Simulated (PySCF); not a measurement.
## Two-dimensional NMR puzzle

Compound of formula C₇H₁₆Si₂. Correlations simulated from computed shifts and the bond graph:

HSQC (one-bond C–H):
| δH | δC |
| --- | --- |
| 1.98 | 42.1 |
| 1.84 | 25.5 |
| 1.76 | 38.7 |
| 1.71 | 43.8 |
| 1.52 | 42.1 |
| 1.35 | 20.7 |
| 1.17 | 43.8 |
| 0.91 | 21.3 |

COSY cross peaks (H two or three bonds apart, from the bond graph; peaks can be absent where the dihedral angle is near 90°):
| δH | δH |
| --- | --- |
| 4.01 | 3.77 |
| 4.01 | 3.71 |
| 4.01 | 3.56 |
| 4.01 | 1.84 |
| 3.77 | 3.71 |
| 3.77 | 3.56 |
| 3.71 | 3.56 |
| 3.71 | 1.84 |
| 1.98 | 1.84 |
| 1.98 | 1.76 |
| 1.98 | 1.52 |
| 1.84 | 1.71 |
| 1.84 | 1.52 |
| 1.84 | 1.17 |
| 1.76 | 1.52 |
| 1.76 | 0.91 |
| 1.71 | 1.17 |

HMBC (two and three bonds, from the bond graph):
| δH | δC |
| --- | --- |
| 4.01 | 43.8, 42.1, 36.4, 25.5 |
| 3.77 | 43.8, 38.7, 36.4, 25.5, 20.7 |
| 3.71 | 43.8, 42.1, 36.4, 25.5 |
| 3.56 | 43.8, 38.7, 36.4, 25.5, 20.7 |
| 1.98 | 43.8, 38.7, 36.4, 25.5, 21.3 |
| 1.84 | 43.8, 42.1, 38.7, 36.4 |
| 1.76 | 43.8, 42.1, 36.4, 25.5, 21.3, 20.7 |
| 1.71 | 42.1, 38.7, 36.4, 25.5, 20.7 |
| 1.52 | 43.8, 38.7, 36.4, 25.5, 21.3 |
| 1.35 | 43.8, 38.7, 36.4 |
| 1.17 | 42.1, 38.7, 36.4, 25.5, 20.7 |
| 0.91 | 42.1, 38.7, 36.4 |

Carbons without hydrogens: δ 36.4.

Level of theory: GFN2-xTB structure, PBE0/pcSseg-1 with gauge-including orbitals, in PySCF 2.14.0 with density-fitted response routines (one computed conformer, fast rotation and ring inversion assumed for equivalent nuclei, gas phase, relativity neglected).

Scale: 1H (31.72 ppm), 13C (186.93 ppm) vs TMS (reference shieldings calculated alike).

Exchangeable hydrogens are left out of these lists.

Problem. Which molecule is this?

Solution. `C[C@@H]1C[C@@H]2C[C@@]1(C)[SiH2][SiH2]2`.

Structure with atom numbers: `[CH3:1][C@@H:2]1[CH2:3][C@@H:4]2[CH2:5][C@@:6]1([CH3:7])[SiH2:8][SiH2:9]2`; H(Xn) means a hydrogen on atom n. Ha(C3), Ha(C5) are cis to C1 on the ring; Ha(Si8), Ha(Si9) are cis to C3 on the ring; Hb(C3), Hb(C5) are trans to C1 on the ring; Hb(Si8), Hb(Si9) are trans to C3 on the ring.

- δC 43.8 is C5, an sp3 CH2 in a ring (δH 1.71, 1.17).
- δC 42.1 is C3, an sp3 CH2 in a ring (δH 1.52, 1.98).
- δC 38.7 is C2, an sp3 CH in a ring (δH 1.76).
- δC 36.4 is C6, a fully substituted sp3 carbon bonded to Si.
- δC 25.5 is C4, an sp3 CH bonded to Si (δH 1.84).
- δC 21.3 is C1, a methyl carbon (δH 0.91).
- δC 20.7 is C7, a methyl carbon (δH 1.35).
- HMBC from δH 4.01 reaches the proton-free carbon C6.
- HMBC from δH 3.77 reaches the proton-free carbon C6.
- HMBC from δH 3.71 reaches the proton-free carbon C6.
- HMBC from δH 3.56 reaches the proton-free carbon C6.
- COSY links 4.01–3.77, 4.01–3.71, 4.01–3.56, 4.01–1.84, 3.77–3.71, 3.77–3.56.

The data come from this structure; uniqueness wasn't tested.

Shifts are as computed. Against solution values, carbons near 30 ppm lie about +3 ppm off and those near 130 ppm about +5 ppm. Of 1309 compounds with measured shifts, 239 miss one by over three times the rms of a fit or turn the order of signals round; such compounds aren't used in these exercises.
